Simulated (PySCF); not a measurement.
**Computed spin Hamiltonian**

Species: C5H5ClNO (doublet state).
Z-matrix (Å and degrees, GFN2-xTB geometry), rows numbered from 1:
```
O 
C   1  1.2041
N   2  1.3308  1  129.54
C   3  1.2803  2  137.01  1    87.96
C   4  1.4077  3  125.69  2    -0.10
C   5  1.3955  4  122.55  3  -179.59
C   6  1.3608  5  123.07  4   179.44
Cl  7  1.6955  6  122.53  5  -179.80
H   2  1.1207  1  120.88  3  -169.20
H   4  1.0865  3  115.83  2   178.92
H   5  1.0813  4  117.98  3    -0.07
H   6  1.0822  5  118.10  4    -0.41
H   7  1.0793  6  122.45  5     0.16
```

The hyperfine couplings belong to this conformer and change with its torsions.

As a line formula: `O=C[N]/C=C/C=C/Cl` [radical].

Method used: UKS B3LYP, pcH-1 on C Cl H N O, non-relativistic, mean-field spin-orbit, GIAO (PySCF). Isolated species at its GFN2-xTB geometry (one conformer only). Couplings are sensitive to structure, and on GFN2-xTB geometries they can be far from those on DFT ones. The frame is twisted about the C2–N3 bond at this geometry (dihedral O1–C2–N3–C4 = 88°); couplings at other torsion angles weren't computed. No stability test was run, so a lower SCF solution isn't excluded. ⟨S²⟩ is 0.784 where a pure state has 0.75.

| Item | Value |
| --- | --- |
| g1, g2, g3 | 2.00193, 2.00652, 2.00703 |
| g_iso | 2.00516 |
| Form of g | close to axial: the two nearest values differ by 10 % of g3 − g1 |
| ⟨S²⟩ | 0.7836 (exact 0.7500) |
| α and β electrons | 34, 33 |
| Total energy | -783.66361 Eh |

Hyperfine couplings atom by atom, in MHz; T1 to T3 are the principal values of the dipolar part:

```json
{"atom": "O1", "isotope": "17O", "a_iso": "-2.6", "of which spin–orbit": "0.0", "T1": "-6.0", "T2": "2.1", "T3": "3.9", "Mulliken spin population": "0.00"}
{"atom": "C2", "isotope": "13C", "a_iso": "-14.1", "of which spin–orbit": "0.0", "T1": "-2.3", "T2": "-0.4", "T3": "2.7", "Mulliken spin population": "-0.02"}
{"atom": "N3", "isotope": "14N", "a_iso": "15.3", "of which spin–orbit": "0.0", "T1": "-16.1", "T2": "-14.7", "T3": "30.7", "Mulliken spin population": "0.33"}
{"atom": "C4", "isotope": "13C", "a_iso": "-31.8", "of which spin–orbit": "0.0", "T1": "-18.4", "T2": "6.6", "T3": "11.7", "Mulliken spin population": "-0.14"}
{"atom": "C5", "isotope": "13C", "a_iso": "44.2", "of which spin–orbit": "-0.1", "T1": "-40.5", "T2": "-39.4", "T3": "79.9", "Mulliken spin population": "0.51"}
{"atom": "C6", "isotope": "13C", "a_iso": "-38.7", "of which spin–orbit": "0.0", "T1": "-24.6", "T2": "10.1", "T3": "14.5", "Mulliken spin population": "-0.21"}
{"atom": "C7", "isotope": "13C", "a_iso": "49.7", "of which spin–orbit": "0.3", "T1": "-41.8", "T2": "-40.6", "T3": "82.4", "Mulliken spin population": "0.47"}
{"atom": "Cl8", "isotope": "35Cl", "a_iso": "4.0", "of which spin–orbit": "0.0", "T1": "-20.6", "T2": "-14.5", "T3": "35.1", "Mulliken spin population": "0.06"}
{"atom": "H9", "isotope": "1H", "a_iso": "40.7", "of which spin–orbit": "0.0", "T1": "-2.5", "T2": "-1.6", "T3": "4.2", "Mulliken spin population": "0.02"}
{"atom": "H10", "isotope": "1H", "a_iso": "5.5", "of which spin–orbit": "0.0", "T1": "-3.7", "T2": "-0.4", "T3": "4.1", "Mulliken spin population": "0.00"}
{"atom": "H11", "isotope": "1H", "a_iso": "-31.2", "of which spin–orbit": "0.0", "T1": "-14.8", "T2": "-2.7", "T3": "17.5", "Mulliken spin population": "-0.02"}
{"atom": "H12", "isotope": "1H", "a_iso": "10.5", "of which spin–orbit": "0.0", "T1": "-4.1", "T2": "-1.8", "T3": "5.9", "Mulliken spin population": "0.01"}
{"atom": "H13", "isotope": "1H", "a_iso": "-32.9", "of which spin–orbit": "0.1", "T1": "-16.5", "T2": "-2.3", "T3": "18.8", "Mulliken spin population": "-0.02"}
```

The Mulliken spin populations are largest on C5 (+0.51), C7 (+0.47), N3 (+0.33) and C6 (-0.21). Three atoms exceed +0.15. The positive populations add up to 1.41 and the negative ones to -0.41, together 2S = 1. The angles at C5 add up to 360.0°, so it is planar.

The SMILES `O=C[N]/C=C/C=C/Cl` draws the unpaired electron on N3, whose computed spin population is only +0.33.

Axes: g2 points within 3° of the C7–H13 bond.

Under fast tumbling the dipolar parts average out, and these isotropic splittings remain (the largest six): 1 × 1H (H9, I = 1/2, 2 lines) with 1.45 mT, 1 × 1H (H13, I = 1/2, 2 lines) with 1.17 mT, 1 × 1H (H11, I = 1/2, 2 lines) with 1.11 mT, 1 × 14N (N3, I = 1, 3 lines) with 0.54 mT, 1 × 1H (H12, I = 1/2, 2 lines) with 0.37 mT and 1 × 1H (H10, I = 1/2, 2 lines) with 0.20 mT.

Main isotope only: 35Cl (natural samples also hold 24 % 37Cl, magnetic too, which adds its own pattern).

The 13C coupling of C7 (49.7 MHz) shows only in satellite lines or after enrichment, since that isotope makes up about 1.07 % of natural carbon.

β density exceeds α density at some nuclei, such as C6 (-0.0345), C4 (-0.0283) and C2 (-0.0125), spin density in bohr⁻³. In a single determinant that takes different orbitals for the two spins, that is spin polarisation.

On Arm Neoverse V1, one thread, no GPU, shared host with 32 logical CPUs at a one-minute load of 17, this took 84 s (with the writing of density and orbital grids) and 0.90 GiB of memory at its peak.
